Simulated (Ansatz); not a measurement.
One change: `[OH][GeH2][GeH2][F]` becomes `[F][GeH2][GeH3]`.

Ansatz, PBE0-D4/def2-TZVP geometries, multiplicity 1. Each molecule was computed in one conformer, which needn't be the lowest.

Scalar relativity is left out up to krypton.

```tsv
property	`[OH][GeH2][GeH2][F]`
HOMO–LUMO gap (B3LYP/def2-TZVPP) / eV	6.46
HOMO energy (PBE0/def2-TZVPP) / eV	-7.93
size of the dipole moment (PBE/def2-TZVPP) / D	1.65
HOMO–LUMO gap (ωB97M-V/def2-TZVPP) / eV	10.80
LUMO energy (PBE0/def2-TZVPP) / eV	-1.02
HOMO energy (B3LYP/def2-TZVPP) / eV	-7.72
```

Problem. Give the same properties after the change, and the shifts. (Best estimate.)

Solution. Ansatz gave: 
```csv
property,`[F][GeH2][GeH3]`,shift
HOMO–LUMO gap (B3LYP/def2-TZVPP) / eV,7.44,0.98
HOMO energy (PBE0/def2-TZVPP) / eV,-8.36,-0.43
size of the dipole moment (PBE/def2-TZVPP) / D,2.00,0.35
HOMO–LUMO gap (ωB97M-V/def2-TZVPP) / eV,11.77,0.97
LUMO energy (PBE0/def2-TZVPP) / eV,-0.50,0.52
HOMO energy (B3LYP/def2-TZVPP) / eV,-8.16,-0.44
```

With PBE0 the HOMO falls by 0.43 eV and the LUMO rises by 0.52 eV, so the gap widens by about 0.95 eV. PBE moves the HOMO by -0.56 eV and ωB97M-V by -0.39 eV. Dipoles are sizes alone; their direction can turn.

B3LYP here is the variant with VWN-RPA as its local correlation; programs differ in this.
